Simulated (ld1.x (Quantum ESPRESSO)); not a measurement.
As (Z = 33): ultrasoft pseudisation with Wu–Cohen, fully relativistic reference atom.

ld1.x (Quantum ESPRESSO) 7.5 was run on this input:

```
&input
   title='As', zed=33., rel=2, dft='WC', iswitch=3,
   config='[Ar] 3d10 4s1.5 4p3.5', rel_dist='average',
   nld=5, rlderiv=2.30, eminld=-5.0, emaxld=5.0, deld=0.02
 /
 &inputp
   pseudotype=3, tm=.true., lloc=-1, rcloc=1.60,
   nlcc=.false.,
   file_pseudopw='As.UPF', file_wfcaegen='ae.wfc', file_wfcncgen='nc.wfc', file_beta='beta', file_chi='chi', file_wfcusgen='us.wfc'
 /
6
4S  1  0   1.50   0.00  1.75  1.95  0.0
4S  1  0   0.00  -0.55  1.75  1.95  0.0
4P  2  1   3.50   0.00  1.50  2.10  0.0
4P  2  1   0.00   0.05  1.50  2.10  0.0
3D  3  2  10.00   0.00  1.05  1.20  0.0
3D  3  2   0.00  -2.05  1.05  1.20  0.0
 &test
   configts(1)='3d10 4s1.5 4p3.5'
 /
```

Command:

```bash
ld1.x < As.in > As.out
```

Output (shortened: banner, matrices, multipoles, cross overlaps and the repeated all-electron block are left out):

```
Program LD1 v.7.5
     --------------------------- All-electron run ----------------------------

     As
     dirac relativistic calculation

     atomic number is 33.00
     dft =WC   lsd =0 sic =0 latt =0  beta=0.20 tr2=1.0E-14
     Exchange-correlation= WC
                           (   1   4  11   4   0   0   0)
     mesh =1209 r(mesh) =  99.83237 a.u. xmin = -7.00 dx = 0.01250
     1 Ry =  13.60569312 eV, c = 137.03599908

     n l j   nl                  e(Ry)          e(Ha)          e(eV)
     Spin orbit split results
     1 0 0.5 1S 1( 2.00)      -860.9637      -430.4819    -11714.0082
     2 0 0.5 2S 1( 2.00)      -109.2529       -54.6265     -1486.4615
     2 1 0.5 2P 1( 2.00)       -97.6521       -48.8261     -1328.6246
     2 1 1.5 2P 1( 4.00)       -94.9643       -47.4822     -1292.0554
     3 0 0.5 3S 1( 2.00)       -14.0225        -7.0113      -190.7865
     3 1 0.5 3P 1( 2.00)       -10.1241        -5.0620      -137.7453
     3 1 1.5 3P 1( 4.00)        -9.7543        -4.8771      -132.7139
     3 2 1.5 3D 1( 4.00)        -3.0792        -1.5396       -41.8949
     3 2 2.5 3D 1( 6.00)        -3.0256        -1.5128       -41.1650
     4 0 0.5 4S 1( 1.50)        -1.1005        -0.5503       -14.9732
     4 1 0.5 4P 1( 1.17)        -0.4204        -0.2102        -5.7194
     4 1 1.5 4P 1( 2.33)        -0.3993        -0.1996        -5.4324
     Averaged results
     1 0     1S 1( 2.00)      -860.9637      -430.4819    -11714.0082
     2 0     2S 1( 2.00)      -109.2529       -54.6265     -1486.4615
     2 1     2P 1( 6.00)       -95.8603       -47.9301     -1304.2452
     3 0     3S 1( 2.00)       -14.0225        -7.0113      -190.7865
     3 1     3P 1( 6.00)        -9.8776        -4.9388      -134.3910
     3 2     3D 1(10.00)        -3.0470        -1.5235       -41.4570
     4 0     4S 1( 1.50)        -1.1005        -0.5503       -14.9732
     4 1     4P 1( 3.50)        -0.4063        -0.2032        -5.5281

     final scf error:  9.9E-15 reached in  39 iterations

     Etot =   -4520.516022 Ry,   -2260.258011 Ha,  -61504.753754 eV

     Ekin =    4622.420094 Ry,    2311.210047 Ha,   62891.229279 eV
     Encl =  -10911.721922 Ry,   -5455.860961 Ha, -148461.539918 eV
     Eh   =    1935.111407 Ry,     967.555704 Ha,   26328.531966 eV
     Exc  =    -166.325601 Ry,     -83.162800 Ha,   -2262.975081 eV

     normalization and overlap integrals

     s(1S/1S) =  1.000000  <r> =   0.0455  <r2> =    0.0028  r(max) =   0.0299
     s(2S/2S) =  1.000000  <r> =   0.2026  <r2> =    0.0485  r(max) =   0.1701
     s(2P/2P) =  1.000000  <r> =   0.1747  <r2> =    0.0375  r(max) =   0.1341
     s(2P/2P) =  1.000000  <r> =   0.1784  <r2> =    0.0389  r(max) =   0.1375
     s(3S/3S) =  1.000000  <r> =   0.5984  <r2> =    0.4129  r(max) =   0.5239
     s(3P/3P) =  1.000000  <r> =   0.6101  <r2> =    0.4377  r(max) =   0.5174
     s(3P/3P) =  1.000000  <r> =   0.6207  <r2> =    0.4530  r(max) =   0.5239
     s(3D/3D) =  1.000000  <r> =   0.6751  <r2> =    0.5765  r(max) =   0.4740
     s(3D/3D) =  1.000000  <r> =   0.6798  <r2> =    0.5847  r(max) =   0.4800
     s(4S/4S) =  1.000000  <r> =   1.9247  <r2> =    4.2679  r(max) =   1.6136
     s(4P/4P) =  1.000000  <r> =   2.4700  <r2> =    7.2220  r(max) =   1.9464
     s(4P/4P) =  1.000000  <r> =   2.5216  <r2> =    7.5309  r(max) =   1.9709

     ------------------------ End of All-electron run ------------------------

     --------------------- Generating US pseudopotential ---------------------

      Generating local potential from pseudized AE potential:
      Matching radius rcloc =   1.6000

      Local pseudo, rcloc= 1.614 Estimated cut-off energy=     9.39 Ry

     Fully relativistic calculation: |psi|^2

     Wfc 4S LC norm =  0.99991844 SC norm =  0.00007898 missing  0.00000257

     Wfc 4P LC norm =  0.99994991 SC norm =  0.00004984 missing  0.00000026

     Wfc 4P LC norm =  0.99995181 SC norm =  0.00004268 missing  0.00000552

     Wfc 3D LC norm =  0.99954427 SC norm =  0.00045572 missing  0.00000001

     Wfc 3D LC norm =  0.99954890 SC norm =  0.00045104 missing  0.00000006

      Wfc   4S  rcut= 1.739  Using Troullier-Martins method
      Wfc-us  4S rcutus= 1.971  Estimated cut-off energy=    12.22 Ry

      Wfc   4S  rcut= 1.739  Using Troullier-Martins method
      Wfc-us  4S rcutus= 1.971  Estimated cut-off energy=    13.48 Ry

      Wfc   4P  rcut= 1.497  Using Troullier-Martins method
      Wfc-us  4P rcutus= 2.124  Estimated cut-off energy=    16.83 Ry

      Wfc   4P  rcut= 1.497  Using Troullier-Martins method
      Wfc-us  4P rcutus= 2.124  Estimated cut-off energy=    16.78 Ry

      Wfc   4P  rcut= 1.497  Using Troullier-Martins method
      Wfc-us  4P rcutus= 2.124  Estimated cut-off energy=    17.82 Ry

      Wfc   4P  rcut= 1.497  Using Troullier-Martins method
      Wfc-us  4P rcutus= 2.124  Estimated cut-off energy=    17.68 Ry

      Wfc   3D  rcut= 1.055  Using Troullier-Martins method
      Wfc-us  3D rcutus= 1.195  Estimated cut-off energy=    83.28 Ry

      Wfc   3D  rcut= 1.055  Using Troullier-Martins method
      Wfc-us  3D rcutus= 1.195  Estimated cut-off energy=    83.23 Ry

      Wfc   3D  rcut= 1.055  Using Troullier-Martins method
      Wfc-us  3D rcutus= 1.195  Estimated cut-off energy=   107.99 Ry

      Wfc   3D  rcut= 1.055  Using Troullier-Martins method
      Wfc-us  3D rcutus= 1.195  Estimated cut-off energy=   105.19 Ry

     ------------------- End of pseudopotential generation -------------------

     Computing logarithmic derivative in   2.30427
     Message from routine run_pseudo:
     Warning: convergence not achieved
     Computing logarithmic derivative in   2.30427
     Computing the partial wave expansion
     R is outside the sphere for l=    0 j= 0.50
     R is outside the sphere for l=    0 j= 0.50
     R is outside the sphere for l=    1 j= 0.50
     R is outside the sphere for l=    1 j= 0.50
     R is outside the sphere for l=    1 j= 1.50
     R is outside the sphere for l=    1 j= 1.50
     R is outside the sphere for l=    2 j= 1.50
     R is outside the sphere for l=    2 j= 1.50
     R is outside the sphere for l=    2 j= 2.50
     R is outside the sphere for l=    2 j= 2.50

     ---------------------- Testing the pseudopotential ----------------------

     As
     dirac relativistic calculation

     atomic number is 33.00   valence charge is 15.00
     dft =WC   lsd =0 sic =0 latt =0  beta=0.20 tr2=1.0E-14
     mesh =1209 r(mesh) =  99.83237 xmin = -7.00 dx = 0.01250

     n l  j  nl             e AE (Ry)       e PS (Ry)    De AE-PS (Ry)
     3 2 1.5 3D   1( 4.00)       -3.07922       -3.07922       -0.00000
     3 2 2.5 3D   1( 6.00)       -3.02557       -3.02557        0.00000
     1 0 0.5 4S   1( 1.50)       -1.10051       -1.10051        0.00000
     2 1 0.5 4P   1( 1.17)       -0.42037       -0.42037       -0.00000
     2 1 1.5 4P   1( 2.33)       -0.39927       -0.39928        0.00000

     eps = 8.3E-12  iter =201

     Etot =   -4520.516022 Ry,   -2260.258011 Ha,  -61504.753754 eV
     Etotps =  -216.610617 Ry,    -108.305309 Ha,   -2947.137584 eV

     Ekin =      63.623374 Ry,      31.811687 Ha,     865.640103 eV
     Encl =    -448.660768 Ry,    -224.330384 Ha,   -6104.340728 eV
     Ehrt =     190.709723 Ry,      95.354862 Ha,    2594.737970 eV
     Ecxc =     -25.033536 Ry,     -12.516768 Ha,    -340.598615 eV
     Epseu=       2.750590 Ry,       1.375295 Ha,      37.423686 eV

     ---------------------- End of pseudopotential test ----------------------
```

Generation and configuration tests took about 13 s on one core of a shared server CPU.
